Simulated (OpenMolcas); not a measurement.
Au3+ with its 6 nearest fluoride ions at 2.099 Å, on the Mg site of KMgF3 (a = 3.973 Å, distance in the model lattice 1.986 Å). The rest of the host is ab initio model potentials to 7.6 Å, with orthogonalisation functions on the cations behind the ligands, and point charges beyond; the distance is set by hand and nothing relaxes, and no local charge compensation is placed. Ligand basis ANO-RCC-VDZP.
```
Au    0.0000    0.0000    0.0000
F     2.0990    0.0000    0.0000
F     0.0000    2.0990    0.0000
F    -2.0990    0.0000    0.0000
F     0.0000   -2.0990    0.0000
F     0.0000    0.0000    2.0990
F     0.0000    0.0000   -2.0990
```

```json
{"Program": "OpenMolcas", "Method": "SS-CASPT2, IPEA 0.25 Eh, imaginary shift 0.1 Eh (closed shells correlated: 5s 5p and the ligand valence shells)", "Basis": "ANO-RCC-VTZP [8s7p5d3f1g]", "Scalar Hamiltonian": "DKH2, point nucleus", "Active space": "8 electrons in 5 orbitals (5d)", "State averaging": "2S+1 = 3 even, 10 roots; 2S+1 = 1 even, 15 roots", "Spin-orbit coupling": "state interaction with AMFI integrals over the reference wave functions"}
```

Question: What is the spin-free ground state (labels of O, the rotations of Oh)?

Answer: 3A2, 1-fold in its orbital part; it has the highest spin that d8 allows.

Question: Where is the first state of the same spin?

Answer: 3T2 at 23400 cm-1 above the ground state.

Question: What are the lowest two levels with spin-orbit coupling?

Answer: A 3-fold level, then a 2-fold level 5390 cm-1 above it. Their leading multiplicities are 3 (98 %) and 1 (89 %).

Question: What is χT at 300 K, and how does it compare with the textbook value?

Answer: The lowest level has 2S+1 = 3, for which the spin-only value is χT = S(S+1) / 2 = 1.000 cm3 K/mol (g = 2). The computed 1.501 at 300 K differs by +0.501, through orbital momentum, spin-orbit coupling and any other state in reach.

Roots that are degenerate in the reference are averaged as groups; the widest CASPT2 spread within a group is 220 cm-1 (the 3-fold group of multiplicity 1 near 29200 cm-1 above the lowest state of its run). Shifts and gaps below about the spread of the groups concerned are not significant. Over all roots computed the reference weight is 0.69 to 0.72; a low but even weight reflects the number of correlated electrons. Real 4d8 and 5d8 ions are as a rule square planar and diamagnetic. The least metal-like active orbital is 78 % on the metal (Löwdin) and no ligand orbital is active, so the numbers are rough. Ligand-to-metal charge-transfer states are missing. With no ligand orbital active B as a rule stays too high, so bands that hang on it stand too high and its fall with covalency is understated. With one d shell and no ligand orbital active, 10Dq can be off by a tenth or more. No measured value stands beside these numbers; the geometry was set by hand and not optimised.
